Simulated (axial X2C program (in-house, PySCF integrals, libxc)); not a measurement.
# Photoelectron levels of AlBr by EOM-IP-CCSD

Calculated with an in-house all-electron X2C program for linear molecules (integrals from PySCF): two-component X2C with atomic mean-field Coulomb and Gaunt terms, Gaussian nuclei, basis Br dyall-cv3z, Al dyall-v3z with contracted cores.

R = 2.320 Å (near the PBE0 minimum at charge 0 of the determinant lowest at the starting distance; the state shown can have its own minimum elsewhere).

Hartree–Fock spinors of AlBr (one of each Kramers pair; a window near the gap, which can cut inner shells):

```
  ω  occupied  ε (eV)                     character
1/2       yes  -27.55    80% Br s, 8% Al p, 6% Al d
1/2       yes  -13.95   65% Br p, 28% Al s, 3% Br s
1/2       yes  -11.49    89% Br p, 5% Al p, 4% Al d
3/2       yes  -11.14    89% Br p, 5% Al p, 5% Al d
1/2       yes   -8.91  54% Al s, 24% Al p, 18% Br p
1/2        no    0.68             92% Al p, 4% Br p
3/2        no    0.70             92% Al p, 4% Br p
1/2        no    2.19   78% Al p, 12% Al d, 3% Br s
1/2        no    3.47    90% Al s, 4% Br d, 3% Al p
1/2        no    4.56             95% Al p, 4% Br d
3/2        no    4.56             95% Al p, 4% Br d
```

Vertical ionisation energies of AlBr to the states of AlBr⁺:

```
Ω of AlBr⁺  vertical IE (eV)  above lowest (cm⁻¹)                   ionised spinor  one-hole weight
       1/2             9.169                    0  51% Al sσ, 25% Al pσ, 20% Br pσ             0.95
       3/2            10.727                12569                        89% Br pπ             0.93
       1/2            11.024                14965                        89% Br pπ             0.93
       1/2            13.298                33302             62% Br pσ, 31% Al sσ             0.88
```

Q: How far does the lowest EOM-IP-CCSD energy lie from the Koopmans value −ε of the highest filled spinor?

A: 9.169 eV against 8.91 eV, a shift of 0.26 eV: relaxation of the final state lowers the energy and the loss of correlation raises it.

Q: What is the splitting of the first π pair in the table, and is it regular or inverted?

A: E(3/2) − E(1/2) = 12569 − 14965 = -2396 cm⁻¹ at EOM-IP-CCSD: inverted, Ω = 3/2 lower. Splittings at this level can be off by ten to twenty per cent.

This point took 4.9 s on 1 thread of Intel(R) Xeon(R) Processor @ 2.30GHz (shared host).

Reference electrons by ω block (each with its −ω partner): 1/2: 17, 3/2: 6, 5/2: 1. 10 electrons of AlBr correlated (inner shells frozen), 94 natural virtual spinors (a truncated set); levels can be off by some tenths of an eV. Roots sought by Ω: (1/2: 4, 3/2: 3, 5/2: 1); the list ends where they run out and leaves out roots under 60 % one-particle weight. The solver can skip a root, and states that need a further excitation, which the method places far too high, are missing though they may lie low or lowest. T1 of the reference 0.012 (Lee–Taylor). Number of frozen shells: Br 3 s, 2 p, 1 d; Al 2 s, 1 p.
